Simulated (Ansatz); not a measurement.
Ansatz (a program for electronic structure) input (SVWN5/def2-TZVPD):

Ansatz 0.2 input:
```yaml
crystal:
  periodic: [false, false, false]
  atoms:
    - {symbol: As, position_ang: [0.00045192, -0.00002513, 0.03588445]}
    - {symbol: H, position_ang: [-0.85415354, -1.15899954, -0.38484631]}
    - {symbol: H, position_ang: [-0.58425653, 1.31537723, -0.38651254]}
    - {symbol: H, position_ang: [1.42349666, -0.15554841, -0.41282789]}
basis:
  gaussian:
    orbitals: def2-TZVPD
hamiltonian:
  xc: {name: SVWN5}
total_charge: 1
magnetization: {spin_polarized: true, initial_magnetization: 1}
output: {forces: true}
```

End of the output:

```
560 factors; their error is unknown
mean field: 0.19 GiB planned
mean field evaluation 1: about -60788.9002 eV, gradient 1.3e1 eV
mean field evaluation 2: about -60789.5436 eV, gradient 7.4e0 eV
mean field evaluation 4: about -60789.8848 eV, gradient 3.5e-1 eV
mean field evaluation 8: about -60789.8782 eV, gradient 8.0e-3 eV
mean field -60789.87818160 eV, -2233.9868183145 hartree, gradient 8.1e-6 eV, S^2 0.751140; 0 other end points of the search recorded, 0 dependent functions left out
the calculation of the forces begins
reference -60789.87820821 eV, -2233.9868192923 hartree; 18, 17 occupied and 63, 64 virtual orbitals, 560 factors
Total energy: -60789.87820821 eV, -2233.9868192923 hartree
Atom 0 at     0.000452    -0.000025     0.035884 Å, force     0.000867     0.000000     0.066095 eV/Å
Atom 1 at    -0.854154    -1.159000    -0.384846 Å, force    -0.097768    -0.133076    -0.020908 eV/Å
Atom 2 at    -0.584257     1.315377    -0.386513 Å, force    -0.066785     0.150962    -0.021083 eV/Å
Atom 3 at     1.423497    -0.155548    -0.412828 Å, force     0.163686    -0.017886    -0.024103 eV/Å
Dipole moment:    -0.001543     0.000086    -0.122468 e Å
```
